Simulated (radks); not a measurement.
Results of a calculation; reference values are marked as such.
Q: Ionisation of neutral boron, [He] 2s2 2p1, to B+, [He] 2s2, under several functionals. Scalar-relativistic Kohn-Sham, spin-polarised, spherical densities, point nucleus; open shells are filled with parallel spins first; a radial shooting solver on a logarithmic mesh with Libxc functionals. The NIST Atomic Spectra Database gives 8.298 eV (measured). Rank these functionals by the error of their Delta-SCF ionisation energy: OLYP; BLYP; BP86; LDA (Slater exchange, Perdew-Wang correlation); AM05; Wu-Cohen GGA; exchange-only LDA.

A: From best to worst: OLYP 8.297 eV (-0.001); AM05 8.394 eV (+0.096); BLYP 8.410 eV (+0.112); Wu-Cohen GGA 8.435 eV (+0.137); BP86 8.548 eV (+0.250); LDA (Slater exchange, Perdew-Wang correlation) 8.573 eV (+0.275); exchange-only LDA 7.552 eV (-0.746). Open shells are spherical and high-spin; term and fine-structure splittings are not resolved.
